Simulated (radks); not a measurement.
Numerical settings for the argon ion Ar3+, [Ne] 3s2 3p3. All-electron calculation, non-relativistic Kohn-Sham, r2SCAN, spin-unpolarised, spherical densities, point nucleus; meta-GGA in the generalised Kohn-Sham scheme. Program: a radial shooting solver on a logarithmic mesh with Libxc functionals. The defaults (mesh step 0.008 in ln r, mesh end at 40 bohr or more with all orbitals vanishing there, Anderson mixing 0.5 over 9 steps, residual threshold near 1e-9 with the energy settled to 1e-9 hartree or 1e-11 of itself, here a cap of 88 iterations) give E = -524.267 hartree and 3p at -50.140 eV in 10 iterations. Run on one thread of a shared host, so times are rough (Arm Neoverse V2): 0.04 s of CPU time, 0.04 s wall, 10 iterations on 2476 mesh points. Changes against that run (0 stands for a change within the tolerance of the run):

| setting | iterations | converged | E (mhartree) | e(3p) (meV) | CPU (s) |
|---|---|---|---|---|---|
| mesh step in ln r 0.12 | 4 | no | diverged | - | 0.01 |
| mesh step in ln r 0.012 | 10 | yes | 0 | 0 | 0.03 |
| mesh step in ln r 0.005 | 10 | yes | 0 | 0 | 0.07 |
| mesh end (bohr) 20 | 10 | yes | 0 | 0 | 0.04 |
| mesh end (bohr) 3 | 10 | yes | +150 | +2.52e+03 | 0.04 |
| residual threshold 1e-16 | 88 | no | 0 | 0 | 0.22 |
| residual threshold 1e-05 | 9 | yes | 0 | +0.0246 | 0.04 |
| mixing 2.5 | 11 | yes | 0 | +0.00373 | 0.05 |
| linear mixing, mixing 0.05 | 88 | no | +0.0144 | -83.9 | 0.3 |
| linear mixing, mixing 0.8 | 11 | yes | 0 | +0.00689 | 0.05 |
| mixing history 20 | 10 | yes | 0 | 0 | 0.04 |
| iteration cap 5 | 5 | no | +0.00141 | +49.6 | 0.02 |

Settings that end as converged yet miss the energy by more than 1 mhartree: mesh end (bohr) 3 (+0.15 hartree). A mesh that ends early acts as a hard wall.
